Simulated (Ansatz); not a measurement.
Consider the cleavage of the Si–Al bond: `F[CH2][AlH][SiH3]` + CH₃NH₂ → `CN[SiH3]` + `F[CH2][AlH2]`.

Computed with Ansatz on PBE0-D4/def2-TZVP structures; ΔE is electronic, products minus reactants. CCSD(T)/CBS is the MP2 limit (def2-TZVPP, def2-QZVPP) plus CCSD(T) − MP2 in def2-TZVPP, frozen cores. DFT in def2-TZVPP. One conformer a species, not always the lowest.

(1) Is it downhill or uphill in electronic energy at CCSD(T)/CBS, and by how much? (Estimate.)

(2) What do these levels give: PBE-D4, revPBE-D4, ωB97M-V, B2PLYP, r2SCAN, r2SCANh, BHLYP, LC-ωPBE, CCSD/def2-SVP, HF/def2-TZVPP, SCS-MP2/def2-TZVPP, HF/def2-QZVPP? (Best estimate.)

(3) What do rigid-rotor, harmonic-oscillator terms from PBE0-D4/def2-TZVP frequencies (298.15 K, 1 bar) make of the CCSD(T)/CBS value? (An estimate is asked.)

Largest T1 diagnostic among the species: 0.012.

## Answers

(1) Computed: Downhill: ΔE = -8.4 kcal/mol.

(2) Computed: PBE-D4 -4.1, revPBE-D4 -5.1, ωB97M-V -9.9, B2PLYP -9.2, r2SCAN -7.1, r2SCANh -7.3, BHLYP -10.0, LC-ωPBE -7.5, CCSD/def2-SVP -8.1, HF/def2-TZVPP -11.7, SCS-MP2/def2-TZVPP -10.9, HF/def2-QZVPP -12.1 kcal/mol.

(3) Ansatz gave: ΔZPE = -2.0 kcal/mol, ΔH = -10.8 kcal/mol, ΔS = -14 J/(mol·K), ΔG = -9.7 kcal/mol. Modes under 50 cm⁻¹ make the entropy rough.

In def2-TZVPP, CCSD(T) changes the Hartree–Fock value by +3.6 kcal/mol (the triples alone add +0.4 kcal/mol) and MP2 by +1.1 kcal/mol. Leaving LDA and LC-ωPBE aside and taking each functional with its dispersion term where it has one, the values, not all of them listed here, spread over 6.0 kcal/mol, from CAM-B3LYP-D4 to PBE-D4. LDA lies −1.9 kcal/mol from PBE without D4. From PBE to PBE0 (25 % exact exchange), in def2-TZVPP and without D4, ΔE moves by −1.3 kcal/mol.
